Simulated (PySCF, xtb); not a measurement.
C3H4ClFSi, SMILES C#C[Si@H](Cl)CF. One conformer was computed; it need not be the lowest.

Harmonic wavenumbers (cm⁻¹) from xtb with GFN2-xTB at its own minimum, in rising order: 48, 92, 117, 139, 256, 282, 298, 491, 609, 618, 655, 687, 689, 720, 778, 1031, 1202, 1280, 1439, 2204, 2279, 2941, 2949, 3357.

Q: What does PBE-D3(BJ)/def2-SVP (PySCF) give at its own minimum? (The exact figures need the calculation; the answer reports its results.)

A: 68, 106, 122, 148, 258, 319, 329, 531, 618, 688, 700, 711, 715, 782, 843, 1039, 1190, 1256, 1400, 2088, 2205, 2953, 3015, 3389. Paired by order, the mean absolute difference is 35 cm⁻¹ and the zero-point energies are 36.0 and 36.4 kcal/mol.
